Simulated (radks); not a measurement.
Question: Spherical quantum dot in the effective-mass picture: electrons in a parabolic well V = omega^2 r^2 / 2 with omega = 0.919, all in effective atomic units (hartree* = m*/eps^2 hartree, bohr* = eps/m* bohr), one dielectric constant everywhere. Method: non-relativistic Kohn-Sham, PBE, spin-polarised, spherical densities; computed with a radial shooting solver with Libxc functionals. Levels are named by radial order and angular momentum (1s, 1p, 1d, 2s, ...), and open shells are averaged over m. At N = 28 the configuration is 1s2 1p6 1d10 2s2 1f(up 7, down 1). Does electron 29 go into 2p up or 1f down or 2p down?

Answer: Into 1f down. The total energies of the other choices lie higher by 0.111 hartree* (2p up), 0.146 hartree* (2p down).
